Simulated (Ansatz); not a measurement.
Input file for Ansatz (a quantum-chemistry and plane-wave program): R-B3LYP/def2-TZVPP on C8H8 (SMILES C=Cc1ccccc1), a point of a torsion scan.

Ansatz 0.2 input:
```yaml
crystal:
  periodic: [false, false, false]
  atoms:
    - {symbol: C, position_ang: [-2.66341482, -0.77362442, -0.46692938]}
    - {symbol: C, position_ang: [-1.88920757, 0.27589754, -0.24629498]}
    - {symbol: C, position_ang: [-0.43922329, 0.18583478, -0.02349229]}
    - {symbol: C, position_ang: [0.39786316, -0.36437433, -0.98896633]}
    - {symbol: C, position_ang: [1.76460456, -0.42036894, -0.78381460]}
    - {symbol: C, position_ang: [2.31323999, 0.07946212, 0.38498433]}
    - {symbol: C, position_ang: [1.48921220, 0.64322963, 1.34511229]}
    - {symbol: C, position_ang: [0.12407608, 0.70889352, 1.13706444]}
    - {symbol: H, position_ang: [-3.72836509, -0.68246661, -0.59842847]}
    - {symbol: H, position_ang: [-2.25365803, -1.76778058, -0.54212675]}
    - {symbol: H, position_ang: [-2.32107427, 1.26336371, -0.13626931]}
    - {symbol: H, position_ang: [-0.03220985, -0.75095489, -1.90181684]}
    - {symbol: H, position_ang: [2.40467290, -0.85031860, -1.54070416]}
    - {symbol: H, position_ang: [3.38049393, 0.03536869, 0.54536405]}
    - {symbol: H, position_ang: [1.91371787, 1.03964356, 2.25618640]}
    - {symbol: H, position_ang: [-0.51779344, 1.15337887, 1.88465956]}
basis:
  gaussian:
    orbitals: def2-TZVPP
hamiltonian:
  xc: {name: B3LYP}
scf: {lower_state_search: off}
```

Program output:

```
WARN ansatz: RAYON_NUM_THREADS=4 ignored (pool sized by the plan → 4); use --threads N
Functional definition: B3LYP
these checks for a lower state are left out or cut short: stability, starts, cluster_reference, orbital_swaps, neighbouring_geometries, increment
integrals: 0.41 GiB planned
1912 factors; their error is unknown
mean field: 3.50 GiB planned
mean field evaluation 1: about -8414.6411 eV, gradient 7.6e1 eV
mean field evaluation 2: about -8407.9228 eV, gradient 9.1e1 eV
mean field evaluation 4: about -8428.9931 eV, gradient 7.9e0 eV
mean field evaluation 8: about -8429.1390 eV, gradient 2.2e-1 eV
mean field evaluation 16: about -8429.1256 eV, gradient 1.2e-3 eV
mean field -8429.12559362 eV, -309.7646520991 hartree, gradient 1.3e-6 eV, S^2 0.000000; 0 other end points of the search recorded, 0 dependent functions left out
reference -8429.12591358 eV, -309.7646638574 hartree; 28, 28 occupied and 332, 332 virtual orbitals, 1912 factors
Total energy: -8429.12591358 eV, -309.7646638574 hartree
Checks for a lower state left out: stability, starts, cluster_reference, orbital_swaps, neighbouring_geometries, increment
```

The run converged.

Cost: roughly 12 core-seconds.
